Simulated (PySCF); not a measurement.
**`CP1(=C)CCPCC1`, C$_{6}$H$_{14}$P$_{2}$**

Geometry:
| atom | x (Å) | y (Å) | z (Å) |
| --- | --- | --- | --- |
| C1 | 1.301 | -0.392 | 2.235 |
| P2 | 0.776 | -0.239 | 0.623 |
| C3 | 1.706 | -0.547 | -0.981 |
| C4 | 0.165 | 1.473 | 0.399 |
| C5 | -0.712 | 1.715 | -0.820 |
| P6 | -2.275 | 0.710 | -0.910 |
| C7 | -1.570 | -1.007 | -0.797 |
| C8 | -0.710 | -1.290 | 0.425 |
| H9 | 1.596 | -1.422 | 2.439 |
| H10 | 2.135 | 0.285 | 2.427 |
| H11 | 2.057 | -1.580 | -0.964 |
| H12 | 1.128 | -0.379 | -1.887 |
| H13 | 2.576 | 0.110 | -0.981 |
| H14 | 1.044 | 2.127 | 0.367 |
| H15 | -0.378 | 1.698 | 1.322 |
| H16 | -0.162 | 1.538 | -1.750 |
| H17 | -1.025 | 2.765 | -0.837 |
| H18 | -2.566 | 0.812 | 0.457 |
| H19 | -1.019 | -1.193 | -1.723 |
| H20 | -2.428 | -1.688 | -0.803 |
| H21 | -1.280 | -1.145 | 1.349 |
| H22 | -0.368 | -2.332 | 0.410 |

Level of theory: PySCF, GIAO KT3/pcSseg-1 magnetisability, rotational g tensor and spin-rotation constants, non-relativistic, gas phase. Geometry: GFN2-xTB.

Problem. What are the magnetisability and the molar susceptibility?

Solution. Isotropic -1731 × 10⁻³⁰ J/T², or -104.2 × 10⁻⁶ cm³/mol; principal values -1801, -1726, -1666 × 10⁻³⁰ J/T², anisotropy 118 × 10⁻³⁰ J/T² (root of half the summed squared differences of the principal values). The susceptibility is in cgs units.

Problem. Split it along the inertial axes a, b, c into diamagnetic and paramagnetic parts about the centre of mass, with the quadrupole moment.

Solution. 
| axis | χ (10⁻⁶ cm³/mol) | diamagnetic (10⁻⁶ cm³/mol) | paramagnetic (10⁻⁶ cm³/mol) | summed x² of all electrons (Å²) | quadrupole Θ (D Å) |
| --- | --- | --- | --- | --- | --- |
| a | -107.9 | -721.6 | 613.6 | 224.4 | -11.84 |
| b | -104.0 | -1266.5 | 1162.5 | 96.0 | +12.38 |
| c | -100.8 | -1359.3 | 1258.4 | 74.1 | -0.54 |

Anisotropies 2χaa − χbb − χcc = -11.1 and 2χbb − χaa − χcc = +0.9 × 10⁻⁶ cm³/mol. Θ is traceless in Buckingham's convention.

Problem. And the rotational g tensor?

Solution. 
| axis | rotational constant (GHz) | g | nuclear part | electronic part |
| --- | --- | --- | --- | --- |
| a | 2.2463 | -0.0086 | 0.6390 | -0.6476 |
| b | 1.0646 | -0.0132 | 0.5683 | -0.5814 |
| c | 0.9796 | -0.0101 | 0.5690 | -0.5791 |

Asymmetric top; isotopes 12C, 1H, 31P; no vibrational averaging.
